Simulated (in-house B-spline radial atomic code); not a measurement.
Sr³⁴⁺. Computed with a B-spline radial atomic code. Model: all-electron spherical atom, spin shells full or empty, radial basis limit, no spin-orbit coupling: exact exchange with a local potential (Slater, KLI or optimised effective potential, whose far tail is KLI's), no correlation.

The run also made RPA and GW results, which its time includes.

The Slater potential averages the orbital exchange potentials with the orbital densities as weights, KLI adds orbital constants, and the optimised effective potential minimises the exact-exchange energy among local potentials. So their energies lie above Hartree-Fock in the order OEP, KLI, Slater. All fall off as −1/r, unlike LDA and GGA exchange.

Command:
```bash
python run_gw.py task.json out
```
Settings (lengths in bohr, energies in hartree):
```
Z                      38
electrons              4
configuration          [He] 2s2
hamiltonian            nr
method                 slater
lmax                   9
spin_polarised         False
box_radius             2.78
intervals              62
ion_configuration      [He] 2s1
```

Cost of the run: 1.5 s on 1 thread of Intel(R) Xeon(R) Platinum 8488C (Sapphire Rapids), with other jobs on the host.

Given: hamiltonian non-relativistic; mean-field start Slater potential.

Computed: energy above Hartree-Fock 11.782 millihartree; virial ratio -E/T less 1 -0.003158.

| radius (bohr) | r times exchange potential (hartree bohr) |
| --- | --- |
| 0.00132 | -0.051904 |
| 0.00155 | -0.060907 |
| 0.00182 | -0.07146 |
| 0.00214 | -0.083923 |
| 0.00251 | -0.098286 |
| 0.00296 | -0.11566 |
| 0.00348 | -0.13559 |
| 0.00409 | -0.15875 |
| 0.00481 | -0.18575 |
| 0.00565 | -0.21672 |
| 0.00664 | -0.25243 |
| 0.00781 | -0.29343 |
| 0.00919 | -0.33998 |
| 0.0108 | ? |
| 0.0127 | -0.449 |
| 0.0149 | -0.51026 |
| 0.0176 | -0.57806 |
| 0.0206 | -0.64431 |
| 0.0243 | -0.7139 |
| 0.0285 | -0.77857 |
| 0.0336 | -0.83981 |
| 0.0395 | -0.89132 |
| 0.0464 | -0.92959 |
| 0.0545 | ? |
| 0.0641 | -0.91921 |
| 0.0754 | -0.82995 |
| 0.0887 | -0.733 |
| 0.104 | -0.72043 |
| 0.123 | -0.77725 |
| 0.144 | -0.84644 |
| 0.169 | -0.90789 |
| 0.199 | -0.95297 |
| 0.234 | -0.97976 |
| 0.275 | -0.99291 |
| 0.324 | -0.99811 |
| 0.381 | -0.99962 |
| 0.448 | -0.99995 |

(1) What belongs in the row 0.0108?

(2) What belongs in the row 0.0545?

| occupied | level (hartree) | Hartree-Fock level (hartree) |
| --- | --- | --- |
| 1s | -683.3 | -683.89 |
| 2s | -160.63 | -160.13 |

```tsv
empty	level (hartree)
2p	-158.23
3s	-70.138
3p	-69.383
3d	-68.333
4s	-39.143
4p	-38.825
4d	?
4f	-38.293
```

(3) What belongs in the row 4d?

Answers

(1) r times exchange potential (hartree bohr): -0.39171.

(2) r times exchange potential (hartree bohr): -0.94583.

(3) level (hartree): -38.413.
